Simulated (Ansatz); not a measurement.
The inner images of a band of BClFH₃O (7 atoms, charge 0, multiplicity 1) are given out of order.

Computed with RKS PBE-D4/def2-SVP (Ansatz).

Initial state:

```xyz
7
Properties=species:S:1:pos:R:3
B 0.036 -0.009 0.099
H -0.016 0.574 1.172
F 1.168 0.094 -0.631
Cl -1.528 0.064 -0.904
O -0.006 -1.669 0.565
H -0.770 -1.983 0.024
H -0.309 -1.694 1.497
```

Final state:

```xyz
7
Properties=species:S:1:pos:R:3
B 0.103 -0.480 -0.870
H -0.561 -0.368 2.930
F 1.247 0.042 -1.297
Cl -1.424 0.287 -1.354
O 0.147 -1.579 -0.078
H -0.741 -1.884 0.181
H -0.196 -0.639 2.310
```

Question: Put them in order from the first end to the last, with their energies above the first end.
A.
```xyz
7
Properties=species:S:1:pos:R:3
B -0.002 -0.478 -0.194
H -0.138 0.152 1.503
F 1.138 0.169 -0.443
Cl -1.528 0.212 -0.836
O 0.059 -1.822 0.163
H -0.832 -2.212 0.124
H -0.123 -0.643 1.504
```
B.
```xyz
7
Properties=species:S:1:pos:R:3
B -0.011 -0.269 0.006
H -0.132 0.148 1.324
F 1.162 0.172 -0.482
Cl -1.530 0.188 -0.866
O 0.037 -1.773 0.389
H -0.822 -2.175 0.144
H -0.129 -0.913 1.308
```
C.
```xyz
7
Properties=species:S:1:pos:R:3
B 0.009 -0.568 -0.540
H -0.213 0.238 2.128
F 1.142 0.120 -0.622
Cl -1.519 0.258 -0.922
O 0.062 -1.873 -0.184
H -0.822 -2.279 -0.140
H -0.083 -0.518 2.103
```
D.
```xyz
7
Properties=species:S:1:pos:R:3
B 0.053 -0.541 -0.673
H -0.423 0.099 2.434
F 1.193 0.105 -0.893
Cl -1.481 0.305 -0.973
O 0.105 -1.820 -0.233
H -0.782 -2.199 -0.097
H -0.091 -0.570 2.257
```
E.
```xyz
7
Properties=species:S:1:pos:R:3
B 0.007 -0.071 0.060
H -0.096 0.326 1.234
F 1.180 0.159 -0.560
Cl -1.519 0.154 -0.923
O 0.014 -1.736 0.483
H -0.834 -2.111 0.155
H -0.176 -1.343 1.375
```
F.
```xyz
7
Properties=species:S:1:pos:R:3
B 0.083 -0.502 -0.768
H -0.498 -0.134 2.717
F 1.222 0.095 -1.100
Cl -1.452 0.312 -1.139
O 0.136 -1.709 -0.157
H -0.749 -2.061 0.047
H -0.167 -0.621 2.223
```
G.
```xyz
7
Properties=species:S:1:pos:R:3
B -0.005 -0.555 -0.404
H -0.135 0.221 1.787
F 1.122 0.142 -0.503
Cl -1.537 0.238 -0.844
O 0.058 -1.863 -0.041
H -0.829 -2.260 0.027
H -0.099 -0.545 1.800
```

Answer: E (+21.0 kJ/mol), B (+85.6 kJ/mol), A (-6.1 kJ/mol), G (-60.3 kJ/mol), C (-71.8 kJ/mol), D (-73.5 kJ/mol), F (-74.1 kJ/mol).

Time of the run: 3.9 min on 1 thread of Arm Neoverse V2, with other jobs on the host, peak memory 0.15 GiB.
